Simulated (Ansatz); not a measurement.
`[C-]#[N+]CCCCCCCCCC=C`. Total charge 0; singlet. Geometry PBE-D4/def2-SVP.

```xyz
34

C     3.044   -2.664    5.970
N     2.798   -1.945    5.059
C     2.461   -1.093    3.974
C     0.957   -1.097    3.665
C     0.599   -0.173    2.500
C    -0.899   -0.168    2.174
C    -1.311    0.802    1.060
C    -0.738    0.480   -0.325
C    -1.250    1.418   -1.425
C    -0.639    1.186   -2.813
C    -0.990   -0.164   -3.440
C    -0.461   -0.414   -4.827
C     0.305    0.413   -5.559
H     3.038   -1.416    3.080
H     2.802   -0.063    4.216
H     0.641   -2.138    3.441
H     0.404   -0.794    4.580
H     0.925    0.866    2.735
H     1.181   -0.475    1.601
H    -1.464    0.081    3.099
H    -1.215   -1.200    1.899
H    -2.422    0.816    0.991
H    -1.018    1.838    1.346
H    -0.986   -0.575   -0.578
H     0.373    0.531   -0.301
H    -2.359    1.333   -1.491
H    -1.051    2.468   -1.116
H    -0.975    1.996   -3.496
H     0.468    1.285   -2.748
H    -2.099   -0.286   -3.460
H    -0.638   -0.995   -2.786
H    -0.747   -1.389   -5.265
H     0.640    0.132   -6.570
H     0.624    1.402   -5.191
```

(1) Estimate the orbital energies around the gap (eV) in Ansatz with HF/6-31G, PBE-D4/def2-SVP, PBE-D4/def2-TZVP, r2SCAN-D4/def2-TZVP, PBE0-D4/def2-TZVP.

## Answers

(1) 
```tsv
orbital	HF/6-31G	PBE-D4/def2-SVP	PBE-D4/def2-TZVP	r2SCAN-D4/def2-TZVP	PBE0-D4/def2-TZVP
HOMO−9	-13.21	-8.36	-8.43	-8.74	-9.84
HOMO−8	-12.93	-8.18	-8.24	-8.55	-9.63
HOMO−7	-12.65	-7.95	-8.02	-8.32	-9.39
HOMO−6	-12.54	-7.85	-7.94	-8.21	-9.27
HOMO−5	-12.44	-7.83	-7.90	-8.19	-9.25
HOMO−4	-12.28	-7.63	-7.68	-7.96	-9.02
HOMO−3	-12.19	-7.60	-7.65	-7.93	-8.98
HOMO−2	-12.10	-7.53	-7.58	-7.86	-8.91
HOMO−1	-11.90	-6.73	-7.02	-7.46	-8.66
HOMO	-9.61	-6.15	-6.25	-6.44	-7.36
LUMO	4.88	-0.54	-0.75	-0.50	0.30
LUMO+1	5.27	-0.29	-0.51	-0.21	0.53
LUMO+2	5.34	-0.24	-0.47	-0.17	0.63
LUMO+3	5.86	0.60	0.04	0.69	0.90
LUMO+4	6.17	0.90	0.33	0.99	1.17
LUMO+5	6.48	1.05	0.51	1.20	1.34
```
